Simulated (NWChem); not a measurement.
System: C$_{2}$H$_{3}$I; SMILES IC=C

Input file for NWChem:

```
start job
memory heap 200 mb stack 900 mb global 1100 mb
geometry units angstroms
  C     -2.545014     0.419393     0.203132
  C     -1.347891     0.961817     0.196973
  I      0.426372    -0.149874    -0.043644
  H     -2.707464    -0.638059     0.083798
  H     -3.422090     1.033160     0.329656
  H     -1.164472     2.016126     0.313915
end
basis spherical
  * library def2-svp
end
ecp
  I library def2-ecp
end
dft
  xc pbe0
  iterations 150
end
driver
  maxiter 120
end
task dft optimize
dft
  grid fine
  convergence energy 1d-8 density 1d-7
end
task dft freq numerical
```

Parts of the log:

```
             Northwest Computational Chemistry Package (NWChem) 7.3.0
             --------------------------------------------------------

 CS  symmetry detected

                             Geometry "geometry" -> ""
                             -------------------------

 Output coordinates in angstroms (scale by  1.889725989 to convert to a.u.)

  No.       Tag          Charge          X              Y              Z
 ---- ---------------- ---------- -------------- -------------- --------------
    1 C                    6.0000    -0.34581077     2.43901083     0.00000000
    2 C                    6.0000     0.52584597     1.45535456     0.00000000
    3 I                   53.0000    -0.02359998    -0.57931292     0.00000000
    4 H                    1.0000    -1.40991080     2.27614427     0.00000000
    5 H                    1.0000    -0.01248796     3.46413346     0.00000000
    6 H                    1.0000     1.59298677     1.59711450     0.00000000

 Effective nuclear repulsion energy (a.u.)     189.9530513245

      Symmetry information
      --------------------

 Group name             Cs
 Group number              2
 Group order               2
 No. of unique centers     6

                                Z-matrix (autoz)
                                --------

 Units are Angstrom for bonds and degrees for angles

      Type          Name      I     J     K     L     M      Value
      ----------- --------  ----- ----- ----- ----- ----- ----------
    1 Stretch                  1     2                       1.31429
    2 Stretch                  1     4                       1.07649
    3 Stretch                  1     5                       1.07795
    4 Stretch                  2     3                       2.10755
    5 Stretch                  2     6                       1.07652
    6 Bend                     1     2     3               123.34275
    7 Bend                     1     2     6               123.97850
    8 Bend                     2     1     4               122.84351
    9 Bend                     2     1     5               120.44243
   10 Bend                     3     2     6               112.67875
   11 Bend                     4     1     5               116.71406
   12 Torsion                  3     2     1     4           0.00000
   13 Torsion                  3     2     1     5         180.00000
   14 Torsion                  4     1     2     6         180.00000
   15 Torsion                  5     1     2     6           0.00000

                           NWChem Geometry Optimization
                           ----------------------------

 maximum gradient threshold         (gmax) =   0.000450
 rms gradient threshold             (grms) =   0.000300
 maximum cartesian step threshold   (xmax) =   0.001800
 rms cartesian step threshold       (xrms) =   0.001200
 fixed trust radius                (trust) =   0.300000
 source of zmatrix                         =   autoz

          -------------------
          Energy Minimization
          -------------------

 Using diagonal initial Hessian
 Scaling for Hessian diagonals: bonds = 1.00  angles = 0.25  torsions = 0.10

          --------
          Step   0

                                 NWChem DFT Module
                                 -----------------

 Summary of "ao basis" -> "ao basis" (spherical)
 ------------------------------------------------------------------------------
       Tag                 Description            Shells   Functions and Types
 ---------------- ------------------------------  ------  ---------------------
 C                          def2-svp                 6       14   3s2p1d
 I                          def2-svp                10       26   4s4p2d
 H                          def2-svp                 3        5   2s1p

      Symmetry analysis of basis
      --------------------------

        a'         50
        a"         19

            General Information
            -------------------
          SCF calculation type: DFT
          Wavefunction type:  closed shell.
          No. of atoms     :     6
          No. of electrons :    40
           Alpha electrons :    20
            Beta electrons :    20
          Charge           :     0
          Spin multiplicity:     1
          Use of symmetry is: on ; symmetry adaption is: on
          Maximum number of iterations: 150
          AO basis - number of functions:    69
                     number of shells:    31
          Convergence on energy requested:  1.00D-06
          Convergence on density requested:  1.00D-05
          Convergence on gradient requested:  5.00D-04

              XC Information
              --------------
                         PBE0 Method XC Functional
                     Hartree-Fock (Exact) Exchange  0.250
          PerdewBurkeErnzerhof Exchange Functional  0.750
            Perdew 1991 LDA Correlation Functional  1.000 local
           PerdewBurkeErnz. Correlation Functional  1.000 non-local

             Grid Information
             ----------------
          Grid used for XC integration:  medium
          Radial quadrature: Mura-Knowles
          Angular quadrature: Lebedev.
          Tag              B.-S. Rad. Rad. Pts. Rad. Cut. Ang. Pts.
          ---              ---------- --------- --------- ---------
          C                   0.70       49          10.0       434
          I                   1.40      123          11.0       590
          H                   0.35       45          11.0       434
          Grid pruning is: on
          Number of quadrature shells:   356
          Spatial weights used:  Erf1

      Superposition of Atomic Density Guess
      -------------------------------------

 Sum of atomic energies:        -423.87457796

      Non-variational initial energy
      ------------------------------

 Total energy =    -374.682604
 1-e energy   =    -827.554285
 2-e energy   =     348.186413
 HOMO         =      -0.295219
 LUMO         =       0.004436

      Symmetry analysis of molecular orbitals - initial
      -------------------------------------------------

  Numbering of irreducible representations:

     1 a'          2 a"

  Orbital symmetries:

     1 a'          2 a'          3 a'          4 a'          5 a'
     6 a"          7 a'          8 a'          9 a"         10 a'
    11 a"         12 a'         13 a'         14 a'         15 a'
    16 a'         17 a"         18 a'         19 a'         20 a"
    21 a'         22 a"         23 a'         24 a'         25 a'
    26 a'         27 a'         28 a'         29 a'         30 a'

   convergence    iter        energy       DeltaE   RMS-Dens  Diis-err
 ---------------- ----- ----------------- --------- --------- ---------
 d= 0,ls=0.0,diis     1   -375.5066272915 -4.80D+02  1.07D-02  2.30D-01
 d= 0,ls=0.0,diis     2   -375.4966454502  9.98D-03  6.86D-03  3.14D-01
 d= 0,ls=0.0,diis     3   -375.5354876932 -3.88D-02  1.67D-03  2.69D-02
 d= 0,ls=0.0,diis     4   -375.5390446618 -3.56D-03  4.74D-04  1.01D-03
 d= 0,ls=0.0,diis     5   -375.5391777887 -1.33D-04  1.57D-04  1.41D-04
  Resetting Diis
 d= 0,ls=0.0,diis     6   -375.5391988657 -2.11D-05  2.63D-05  2.95D-06
 d= 0,ls=0.0,diis     7   -375.5391992303 -3.65D-07  7.51D-06  9.15D-08

         Total DFT energy =     -375.539199230268
      One electron energy =     -829.963675841733
           Coulomb energy =      383.803028770919
    Exchange-Corr. energy =      -34.063819887168
 Nuclear repulsion energy =      104.685267727713

 Numeric. integr. density =       40.000002279384

                  Occupations of the irreducible representations
                  ----------------------------------------------

                     irrep           alpha         beta
                     --------     --------     --------
                     a'               15.0         15.0
                     a"                5.0          5.0

                       DFT Final Molecular Orbital Analysis
                       ------------------------------------

[...]

      ----------------------
      Optimization converged
      ----------------------

  Step       Energy      Delta E   Gmax     Grms     Xrms     Xmax
  ---- ---------------- -------- -------- -------- -------- --------
@    4    -375.54006873 -4.6D-07  0.00004  0.00002  0.00029  0.00078
                                     ok       ok       ok       ok

                                Z-matrix (autoz)
                                --------

 Units are Angstrom for bonds and degrees for angles

      Type          Name      I     J     K     L     M      Value     Gradient
      ----------- --------  ----- ----- ----- ----- ----- ---------- ----------
    1 Stretch                  1     2                       1.32828    0.00004
    2 Stretch                  1     4                       1.09277   -0.00002
    3 Stretch                  1     5                       1.09484   -0.00001
    4 Stretch                  2     3                       2.09319    0.00004
    5 Stretch                  2     6                       1.09274    0.00000
    6 Bend                     1     2     3               123.97384    0.00000
    7 Bend                     1     2     6               123.39000    0.00003
    8 Bend                     2     1     4               122.93174   -0.00000
    9 Bend                     2     1     5               119.28797   -0.00003
   10 Bend                     3     2     6               112.63616   -0.00004
   11 Bend                     4     1     5               117.78029    0.00004
   12 Torsion                  3     2     1     4           0.00000    0.00000
   13 Torsion                  3     2     1     5         180.00000    0.00000
   14 Torsion                  4     1     2     6         180.00000    0.00000
   15 Torsion                  5     1     2     6           0.00000    0.00000

                         Geometry "geometry" -> "geometry"
                         ---------------------------------

 Output coordinates in angstroms (scale by  1.889725989 to convert to a.u.)

  No.       Tag          Charge          X              Y              Z
 ---- ---------------- ---------- -------------- -------------- --------------
    1 C                    6.0000    -0.35630283     2.44091334     0.00000000
    2 C                    6.0000     0.52082423     1.44342380     0.00000000
    3 I                   53.0000    -0.01033506    -0.58125309     0.00000000
    4 H                    1.0000    -1.43736449     2.28138120     0.00000000
    5 H                    1.0000     0.00710263     3.47367896     0.00000000
    6 H                    1.0000     1.60309873     1.59430050     0.00000000

 Effective nuclear repulsion energy (a.u.)     189.9674130654

      Symmetry information
      --------------------

 Group name             Cs
 Group number              2
 Group order               2
 No. of unique centers     6

                Final and change from initial internal coordinates
                --------------------------------------------------

                                Z-matrix (autoz)
                                --------

 Units are Angstrom for bonds and degrees for angles

      Type          Name      I     J     K     L     M      Value       Change
      ----------- --------  ----- ----- ----- ----- ----- ---------- ----------
    1 Stretch                  1     2                       1.32828    0.01399
    2 Stretch                  1     4                       1.09277    0.01628
    3 Stretch                  1     5                       1.09484    0.01689
    4 Stretch                  2     3                       2.09319   -0.01436
    5 Stretch                  2     6                       1.09274    0.01623
    6 Bend                     1     2     3               123.97384    0.63109
    7 Bend                     1     2     6               123.39000   -0.58851
    8 Bend                     2     1     4               122.93174    0.08823
    9 Bend                     2     1     5               119.28797   -1.15446
   10 Bend                     3     2     6               112.63616   -0.04258
   11 Bend                     4     1     5               117.78029    1.06623
   12 Torsion                  3     2     1     4           0.00000    0.00000
   13 Torsion                  3     2     1     5         180.00000    0.00000
   14 Torsion                  4     1     2     6         180.00000    0.00000
   15 Torsion                  5     1     2     6           0.00000    0.00000

[...]

 Rotational Constants
 --------------------
 A=   1.784044 cm-1  (  2.566784 K)
 B=   0.107498 cm-1  (  0.154663 K)
 C=   0.101389 cm-1  (  0.145873 K)

 Temperature                      =   298.15K
 frequency scaling parameter      =   1.0000

 Zero-Point correction to Energy  =   26.163 kcal/mol  (  0.041694 au)
 Thermal correction to Energy     =   28.519 kcal/mol  (  0.045448 au)
 Thermal correction to Enthalpy   =   29.111 kcal/mol  (  0.046392 au)

 Total Entropy                    =   67.689 cal/mol-K
   - Translational                =   40.985 cal/mol-K (mol. weight = 153.9239)
   - Rotational                   =   23.922 cal/mol-K (symmetry #  =        1)
   - Vibrational                  =    2.782 cal/mol-K

 Cv (constant volume heat capacity) =   11.421 cal/mol-K
   - Translational                  =    2.979 cal/mol-K
   - Rotational                     =    2.979 cal/mol-K
   - Vibrational                    =    5.463 cal/mol-K

[normal modes left out]

 ----------------------------------------------------------------------------
 Normal Eigenvalue ||           Projected Infra Red Intensities
  Mode   [cm**-1]  || [atomic units] [(debye/angs)**2] [(KM/mol)] [arbitrary]
 ------ ---------- || -------------- ----------------- ---------- -----------
    1       -0.000 ||    0.000325           0.007         0.317       0.278
    2       -0.000 ||    0.000362           0.008         0.353       0.310
    3       -0.000 ||    0.000074           0.002         0.072       0.064
    4       -0.000 ||    0.000061           0.001         0.059       0.052
    5        0.000 ||    0.000080           0.002         0.078       0.069
    6        0.000 ||    0.000001           0.000         0.001       0.001
    7      313.033 ||    0.000156           0.004         0.152       0.133
    8      552.683 ||    0.012238           0.282        11.930      10.476
    9      562.116 ||    0.022159           0.511        21.602      18.969
   10      938.718 ||    0.025781           0.595        25.133      22.069
   11      979.332 ||    0.035924           0.829        35.020      30.752
   12      988.726 ||    0.009013           0.208         8.787       7.716
   13     1245.527 ||    0.046435           1.071        45.267      39.750
   14     1380.179 ||    0.009889           0.228         9.640       8.465
   15     1681.256 ||    0.044566           1.028        43.445      38.150
   16     3163.172 ||    0.000013           0.000         0.012       0.011
   17     3233.988 ||    0.003145           0.073         3.066       2.692
   18     3271.428 ||    0.000052           0.001         0.051       0.045
 ----------------------------------------------------------------------------
```

Level: PBE0/def2-SVP with def2 effective core potentials on I. def2 effective core potentials on I; no spin-orbit coupling.
